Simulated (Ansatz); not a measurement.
Start from `CB[SiH](C)F` and change one atom or group to get `C[SiH2]F`.

Ansatz, PBE0-D4/def2-TZVP geometries, multiplicity 1. Each molecule was computed in one conformer, which needn't be the lowest.

```json
{"property": "LUMO energy (PBE/def2-TZVPP) / eV", "`CB[SiH](C)F`": "-2.88"}
{"property": "HOMO–LUMO gap (PBE0/def2-TZVPP) / eV", "`CB[SiH](C)F`": "5.76"}
{"property": "LUMO energy (PBE0/def2-TZVPP) / eV", "`CB[SiH](C)F`": "-1.92"}
{"property": "LUMO energy (B3LYP/def2-TZVPP) / eV", "`CB[SiH](C)F`": "-2.12"}
{"property": "HOMO–LUMO gap (B3LYP/def2-TZVPP) / eV", "`CB[SiH](C)F`": "5.39"}
{"property": "HOMO–LUMO gap (ωB97M-V/def2-TZVPP) / eV", "`CB[SiH](C)F`": "9.87"}
```

Q: What does the change do to each property? (An estimate is asked.)

A: The calculation gave: 
| property | `C[SiH2]F` | shift |
| --- | --- | --- |
| LUMO energy (PBE/def2-TZVPP) / eV | -0.39 | 2.49 |
| HOMO–LUMO gap (PBE0/def2-TZVPP) / eV | 9.73 | 3.97 |
| LUMO energy (PBE0/def2-TZVPP) / eV | 0.49 | 2.41 |
| LUMO energy (B3LYP/def2-TZVPP) / eV | 0.25 | 2.37 |
| HOMO–LUMO gap (B3LYP/def2-TZVPP) / eV | 9.27 | 3.88 |
| HOMO–LUMO gap (ωB97M-V/def2-TZVPP) / eV | 13.68 | 3.81 |

With PBE0 the HOMO falls by 1.56 eV and the LUMO rises by 2.41 eV, so the gap widens by about 3.97 eV. PBE moves the HOMO by -1.41 eV and ωB97M-V by -1.66 eV.

B3LYP here is the variant with VWN-RPA as its local correlation; programs differ in this.
